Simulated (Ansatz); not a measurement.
`C[Si](O)([SiH3])Cl` → `C[Si]O` + `[SiH3]Cl`  (silylene formation by 1,1-elimination)

Gas-phase electronic energies from Ansatz, PBE0-D4/def2-TZVP geometries. CBS: MP2 limit from def2 TZ/QZ plus the TZ coupled-cluster correction, frozen cores. This one scheme is used for every species. Functionals use def2-TZVPP. B3LYP here is the variant with VWN-RPA as its local correlation; programs differ in this. HSE06 is defined as in plane-wave codes. Each species was taken in one conformer, which may not be the lowest.

| level | ΔE (kJ/mol) | difference from CCSD(T)/CBS |
| --- | --- | --- |
| LDA (SPW92) | 228.6 | 27.6 |
| PBE-D4 | 207.7 | 6.7 |
| revPBE-D4 | 204.6 | 3.6 |
| BLYP-D4 | 185.1 | -15.9 |
| r2SCAN-D4 | 220.0 | 19.0 |
| PBE0-D4 | 218.8 | 17.8 |
| B3LYP-D4 | 197.1 | -3.9 |
| r2SCANh-D4 | 221.7 | 20.7 |
| r2SCAN0-D4 | 224.2 | 23.2 |
| HSE06-D4 | 218.3 | 17.3 |
| BHLYP-D4 | 209.1 | 8.1 |
| CAM-B3LYP-D4 | 201.2 | 0.2 |
| ωB97M-V | 191.2 | -9.8 |
| B2PLYP | 188.7 | -12.3 |
| PBE-QIDH | 217.3 | 16.3 |
| PBE | 195.2 | -5.8 |
| revPBE | 179.9 | -21.1 |
| BLYP | 160.4 | -40.6 |
| r2SCAN | 216.4 | 15.4 |
| PBE0 | 207.4 | 6.4 |
| B3LYP | 177.1 | -23.9 |
| r2SCANh | 217.8 | 16.8 |
| r2SCAN0 | 219.8 | 18.8 |
| HSE06 | 207.4 | 6.4 |
| BHLYP | 191.1 | -9.9 |
| CAM-B3LYP | 189.2 | -11.8 |
| LC-ωPBE | 216.7 | 15.7 |
| HF/def2-SVP | 181.9 | -19.1 |
| MP2/def2-SVP | 199.6 | -1.4 |
| CCSD/def2-SVP | 183.4 | -17.6 |
| CCSD(T)/def2-SVP | 185.2 | -15.8 |
| HF/def2-TZVPP | 181.1 | -19.9 |
| SCS-MP2/def2-TZVPP | 194.7 | -6.3 |
| CCSD/def2-TZVPP | 192.5 | -8.5 |
| CCSD(T)/def2-TZVPP | 195.7 | -5.3 |
| HF/def2-QZVPP | 180.0 | -21.0 |
| MP2/def2-QZVPP | 209.4 | 8.4 |
| HF/CBS(def2) | 179.8 | -21.2 |
| MP2/CBS(def2) | 212.0 | 11.0 |
| CCSD/CBS(def2) | 197.8 | -3.2 |
| CCSD(T)/CBS | 201.0 | 0 |

Largest T1 diagnostic among the species: 0.014.

In def2-TZVPP, CCSD(T) changes the Hartree–Fock value by +14.6 kJ/mol (the triples alone add +3.1 kJ/mol) and MP2 by +25.6 kJ/mol. The D4 term adds +20.0 kJ/mol with B3LYP and +11.3 kJ/mol with PBE0; it sums over pairs of atoms, weighted by their polarisabilities, and B3LYP, whose exchange is more repulsive, gets the larger term. From r2SCAN to r2SCAN0 (25 % exact exchange), in def2-TZVPP and without D4, ΔE moves by +3.4 kJ/mol.
